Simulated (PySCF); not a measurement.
## Mo⁺: ionisation energy

Mo⁺ [Kr] 4d5 (6S) → Mo²⁺ [Kr] 4d4 (5D), as a difference of total energies. All numbers are calculated (PySCF 2.14, scalar relativity by spin-free X2C-1e, in x2c-SVPall (6s5p5d1f, 53 functions)). Correlated levels: valence: [Kr] frozen. The calculations carry no spin-orbit coupling.

```json
{"method": "UHF", "ionisation energy (eV)": "15.126"}
{"method": "BP86", "ionisation energy (eV)": "16.595"}
{"method": "LDA", "ionisation energy (eV)": "16.773"}
{"method": "MP2 (valence)", "ionisation energy (eV)": "15.661"}
{"method": "SCS-MP2 (valence)", "ionisation energy (eV)": "15.304"}
```

Q: How much does correlation contribute at MP2 (valence)?

A: 15.661 − (15.126) = 0.535 eV, measured against UHF.

The reference lies between the lowest fine-structure levels, while these numbers refer to the centres of the terms.

Errors of the correlated levels include the incompleteness of this basis and the frozen core.

For comparison: 16.16 ± 0.12 eV (semi-empirical (NIST evaluation); NIST Atomic Spectra Database, ionization energies).
